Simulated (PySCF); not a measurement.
Stepwise substitution at one centre (B OH-I). All species are isolated molecules in the gas phase. One relaxed conformer stands for each flexible species; it need not be the lowest. Strings in code marks are SMILES.

The numbers are results of PBE0-D3(BJ)/def2-TZVP (PySCF 2.14.0), not measurements. Delta-SCF ions had no search for a lower state. Excitations are Tamm–Dancoff values on a coarser integration grid. The basis has no diffuse functions, so Rydberg states are missing or too high.

```tsv
species	S1–T1 gap (TDA) (eV)	LUMO (eV)	HOMO–LUMO gap (eV)	vertical ionisation energy (Delta-SCF) (eV)
0 of 3 OH replaced by I (`OB(O)O`)	0.31	–	9.31	11.79
1 of 3 OH replaced by I (`OB(O)I` (H–O–B–I torsion 180°, I–B–O–H torsion -180°))	0.35	-0.31	7.00	?
2 of 3 OH replaced by I	0.15	-1.12	?	?
3 of 3 OH replaced by I (`IB(I)I`)	0.15	-2.51	4.87	9.14
```

### Question
What belongs in the gaps?

### Answer

- 1 of 3 OH replaced by I (`OB(O)I` (H–O–B–I torsion 180°, I–B–O–H torsion -180°)), vertical ionisation energy (Delta-SCF) (eV): 9.68
- 2 of 3 OH replaced by I, HOMO–LUMO gap (eV): 6.35
- 2 of 3 OH replaced by I, vertical ionisation energy (Delta-SCF) (eV): 9.41
